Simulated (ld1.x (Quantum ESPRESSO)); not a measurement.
**Before and after: TM semilocal potential for antimony (Sb)**

Sb, norm-conserving Troullier–Martins (semilocal form), made with ld1.x (Quantum ESPRESSO) 7.5 (PBEsol, scalar-relativistic). Core [Kr] 4d10, reference 5s1 5p4. Waves: 5s (bound): rc 2.05 bohr; 5p (bound): rc 2.00 bohr. Local part: the p channel. Core correction: none.

Change: all radii scaled by about 1.07 (s 2.18, p 2.14 bohr).

Cutoffs: the cutoffs (Ry, on a coarse ladder) from which the occupation-weighted sum of valence levels, in a spherical-Bessel basis at the reference potential, stays within 10 and 1 mRy of its value at 400 Ry; they do not see the model core or the augmentation charge, which bear on the density cutoff. Errors are all-electron minus pseudo energies relative to the spin-unpolarised reference configuration.

**Question.** How do hardness, ghosts and transferability respond?

**Answer.** The potential gets softer (21 Ry and 35 Ry → 18 Ry and 30 Ry); of the 7 tests that both files solve, the error grows in 1 and shrinks in 2 by more than 15 % and 0.3 meV (median size 6.9 → 6.7 meV); neither file shows a bound ghost. A larger radius leaves more room for a smooth pseudo-wave, so fewer plane waves are needed. A semilocal file is local in each channel, so a ghost entry of none says nothing of the separable form that plane-wave codes build from it.

| quantity | base | changed |
| --- | --- | --- |
| cutoff, loose | 21 Ry | 18 Ry |
| cutoff, tight | 35 Ry | 30 Ry |
| loose cutoff by channel (10 mRy a level) | s 12 Ry, p 8 Ry | s 12 Ry, p 10 Ry |
| bound ghosts | none | none |
| error for 5s2 5p3, meV [ΔE -8.14 eV] | +6.9 | +6.7 |
| error for 5s2 5p2, meV [ΔE 0.20 eV] | -4.5 | -3.4 |
| error for 5s2 5p1, meV [ΔE 16.21 eV] | -37 | -32 |
| error for 5s1 5p0, meV [ΔE 84.99 eV] | +6.9 | +26 |
| error for 5s2 5p2.5, meV [ΔE -4.87 eV] | +3.2 | +3.4 |
| error for 5s1 5p3, meV [ΔE 8.97 eV] | -5.0 | -5.0 |
| error for 5s2 5p0, meV [ΔE 40.66 eV] | -85 | -69 |
